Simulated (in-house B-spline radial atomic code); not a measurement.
# BSE on G0W0@HF excitations of the germanium ion Ge⁴⁺

Method: BSE on G0W0@HF. Computed with an all-electron radial atomic-structure program (B-spline basis): linear response of the closed shell [Ar] 3d10 with a statically screened interaction on G0W0 levels; non-relativistic, point nucleus, no spin-orbit coupling, no double excitations, S, P, D and F terms only. Only terms of natural parity with L up to 3 were computed.

Without relativity these are model numbers for so heavy an element.

Command:
```bash
python run_td.py task.json out
```
Settings (radii: box in bohr, nucleus in fm):
```
Z                        32
electrons                28
configuration            [Ar] 3d10
hamiltonian              nr
method                   bse
box_radius               19.1
intervals                54
```

Cost of the run: 0.8 s on 1 thread of Intel(R) Xeon(R) 6975P-C (Granite Rapids), on a shared host.

The lowest states, in the order of their Tamm-Dancoff energies; the method's threshold (minus the highest G0W0 level) is 91.51 eV. Labels give the largest channel, * marks a mixed state, and oscillator strengths are full-response dipole values. Energies in eV:

```csv
state,full response,Tamm-Dancoff,oscillator strength
3d → 4s 3D,30.71,30.73,-
3d → 4s 1D,31.47,31.48,-
3d → 4p 3P,41.36,41.38,-
3d → 4p 3F,41.90,41.91,-
3d → 4p 1F,?,?,-
3d → 4p 1P,43.07,43.15,0.519
3d → 4d 3S,57.36,57.40,-
3d → 4d 3D,58.45,58.46,-
3d → 4d 1D,58.97,58.98,-
3d → 5s 3D,62.14,62.15,-
3d → 5s 1D,62.33,62.34,-
3d → 4d 1S,62.05,62.54,-
3d → 5p 3P,65.96,65.97,-
3d → 5p 3F,66.14,66.14,-
3d → 5p 1F,66.29,66.29,-
3d → 5p 1P,66.46,66.48,0.0643
3d → 4f 3P,69.77,69.77,-
3d → 4f 3F,70.05,70.05,-
3d → 4f 1F,70.10,70.11,-
3d → 4f 1P,?,?,?
3d → 5d 3S,72.21,72.22,-
3d → 5d 3D,72.63,72.64,-
```

**Question.** Where does 3d → 4p 1F lie?

**Answer.** At 42.39 eV in full response, 42.39 eV in Tamm-Dancoff.

**Question.** Where does 3d → 4f 1P lie?

**Answer.** At 70.19 eV in full response, 70.21 eV in Tamm-Dancoff, oscillator strength 0.463.

**Question.** How large is the singlet-triplet splitting of 3d → 4s (D terms) in Tamm-Dancoff?

**Answer.** 0.747 eV, from the unrounded values.

**Question.** What polarisabilities and dispersion coefficient does the method give?

**Answer.** Dipole 0.7399 bohr³, quadrupole 1.03 bohr⁵, C6 1.374 hartree·bohr⁶ for two such species.
